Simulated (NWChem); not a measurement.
System: BNH₂ClF; SMILES NB(F)Cl

The following NWChem deck was run.

```
start job
memory heap 200 mb stack 900 mb global 1100 mb
geometry units angstroms noautoz
  B     -0.027273     0.427858     0.000000
  F     -1.197541     1.056761     0.000000
  Cl    -0.028768    -1.342219     0.000000
  N      1.163945     1.145086     0.000000
  H      2.070929     0.701766     0.000000
  H      1.177697     2.156436     0.000000
end
basis spherical
  * library def2-svpd
end
dft
  xc xpbe96 cpbe96
  iterations 150
end
tddft
  cis
  nroots 6
  notriplet
end
task tddft energy
```

Parts of the log:

```
             Northwest Computational Chemistry Package (NWChem) 7.3.0
             --------------------------------------------------------

 CS  symmetry detected

                             Geometry "geometry" -> ""
                             -------------------------

 Output coordinates in angstroms (scale by  1.889725989 to convert to a.u.)

  No.       Tag          Charge          X              Y              Z
 ---- ---------------- ---------- -------------- -------------- --------------
    1 B                    5.0000    -0.02474994     0.43534227     0.00000000
    2 F                    9.0000    -1.19161014     1.07054574     0.00000000
    3 Cl                  17.0000    -0.03578847    -1.33470094     0.00000000
    4 N                    7.0000     1.17031775     1.14613728     0.00000000
    5 H                    1.0000     2.07489836     0.69793363     0.00000000
    6 H                    1.0000     1.18952234     2.15739843     0.00000000

 Effective nuclear repulsion energy (a.u.)     142.8483913341

      Symmetry information
      --------------------

 Group name             Cs
 Group number              2
 Group order               2
 No. of unique centers     6

  pbe96 is a nonlocal functional; adding pw91lda local functional.

                                 NWChem DFT Module
                                 -----------------

 Summary of "ao basis" -> "ao basis" (spherical)
 ------------------------------------------------------------------------------
       Tag                 Description            Shells   Functions and Types
 ---------------- ------------------------------  ------  ---------------------
 B                         def2-svpd                 8       20   4s2p2d
 F                         def2-svpd                 9       23   4s3p2d
 Cl                        def2-svpd                11       27   5s4p2d
 N                         def2-svpd                 8       20   4s2p2d
 H                         def2-svpd                 4        8   2s2p

      Symmetry analysis of basis
      --------------------------

        a'         75
        a"         31

[...]

                                NWChem TDDFT Module
                                -------------------

            General Information
            -------------------
           No. of orbitals :     212
            Alpha orbitals :     106
             Beta orbitals :     106
        Alpha frozen cores :       0
         Beta frozen cores :       0
     Alpha frozen virtuals :       0
      Beta frozen virtuals :       0
         Spin multiplicity :       1
    Number of AO functions :     106
        Use of symmetry is : off
      Symmetry adaption is : on
         Schwarz screening :  0.10D-07

              XC Information
              --------------
   PerdewBurkeErnzerhof Exchange Functional   1.00
     Perdew 1991 LDA Correlation Functional   1.00 local
    PerdewBurkeErnz. Correlation Functional   1.00 non-local

             TDDFT Information
             -----------------
          Calculation type : Tamm-Dancoff TDDFT
         Wavefunction type : Restricted singlets
          No. of electrons :      40
           Alpha electrons :      20
            Beta electrons :      20
              No. of roots :       6
          Max subspacesize :    5200
            Max iterations :     100
               Target root :       1
           Target symmetry : none
      Symmetry restriction : off
                 Algorithm : Optimal
        Davidson threshold :  0.10D-03

    6 smallest eigenvalue differences (eV)
--------------------------------------------------------
  No. Spin  Occ  Vir  Irrep   E(Occ)    E(Vir)   E(Diff)
--------------------------------------------------------
    1    1   20   21 a"       -0.266    -0.021     6.672
    2    1   20   22 a'       -0.266    -0.010     6.983
    3    1   19   21 a'       -0.286    -0.021     7.221
    4    1   19   22 a"       -0.286    -0.010     7.531
    5    1   18   21 a"       -0.309    -0.021     7.841
    6    1   20   23 a"       -0.266     0.029     8.030
--------------------------------------------------------

  Entering Davidson iterations
  Restricted singlet excited states

  Iter   NTrls   NConv    DeltaV     DeltaE      Time
  ----  ------  ------  ---------  ---------  ---------
    1      6       0     0.19E+00   0.10+100        6.6
    2     12       0     0.16E+00   0.11E-01        6.9
    3     18       0     0.66E-01   0.19E-01        6.6
    4     24       4     0.12E-01   0.60E-02        6.9
    5     26       4     0.13E-02   0.32E-03        7.0
    6     28       5     0.65E-01   0.21E-02        7.5
    7     29       5     0.58E-01   0.16E-02        6.0
    8     30       5     0.18E-01   0.29E-02        6.0
    9     31       5     0.42E-02   0.44E-03        6.3
   10     32       5     0.92E-03   0.28E-04        7.0
   11     33       5     0.15E-03   0.92E-06        5.6
   12     34       6     0.39E-04   0.21E-07        7.4
  ----  ------  ------  ---------  ---------  ---------
  Convergence criterion met

  Ground state a'       -640.355512949385 a.u.

  ----------------------------------------------------------------------------
  Root   1 singlet a"             0.247834627 a.u.                6.7439 eV
  ----------------------------------------------------------------------------
     Transition Moments    X -0.00000   Y  0.00000   Z -0.19959
     Dipole Oscillator Strength                    0.0065820933
     Electric Quadrupole                           0.0000003360
     Magnetic Dipole                               0.0000012318
     Total Oscillator Strength                     0.0065836610

[...]
```

Level: PBE/def2-SVPD, TDA. Coordinates come from a PBE0/def2-SVP optimisation.
